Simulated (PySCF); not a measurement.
A small calculation by hand: entropy of an ideal gas

BFH, SMILES [BH]F (connectivity only; charge and spin as stated), charge +1, multiplicity 1.

The structure is a stationary point at ωB97X-D3(BJ)/def2-TZVPD. The multiplicity is an assumed one; other spin states were not compared. The isomer is the one that the SMILES or the coordinates give; other isomers of the formula were not compared.

PySCF 2.14.0 with ωB97X-D3(BJ)/def2-TZVPD gives the harmonic wavenumbers 742, 742, 1640, 2853 cm⁻¹ and the rotational temperature 1.7388 K. The molar mass is 30.82 g/mol, the symmetry number 1, the spin multiplicity 1.

Work out the entropy at 298.15 K and 1 atm in the rigid-rotor, harmonic-oscillator model.


Translation (Sackur–Tetrode at 1 atm): S = R[1.5 ln M + 2.5 ln T − 1.16487] = 151.5 J/(mol K).
Rotation: q = T/(σ θ) = 171, S = R[ln q + 1] = 51.1 J/(mol K).
Vibration: with u = 1.4388 ν/T, each mode gives R[u/(e^u − 1) − ln(1 − e^−u)]:
```csv
ν (cm⁻¹),modes,u,S (J/(mol K))
742,2,3.58,2.18
1640,1,7.91,0.03
```
The stiffer modes add less than 0.005 each. Sum 2.2 J/(mol K).
Spin: R ln 1 = 0.0 J/(mol K).
Total 204.8 J/(mol K); the program's own thermochemistry gives 204.8. Translation makes up 74 % and vibration 1 %. Anharmonicity, hindered rotation and orbital degeneracy are left out.
